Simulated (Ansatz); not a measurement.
`[Cl][InH][SeH]`, charge 0, multiplicity 1.

Q: Give a relaxed structure at PBE0-D4/def2-TZVP (Ansatz). (An estimate is asked.)

A: The calculation gave: 
Z-matrix (Å, degrees):
```
In
Cl 1 2.330
Se 1 2.485 2 110.9
H 1 1.702 2 119.0 3 -180.0
H 3 1.470 1 91.8 2 180.0
```
Point group Cs.
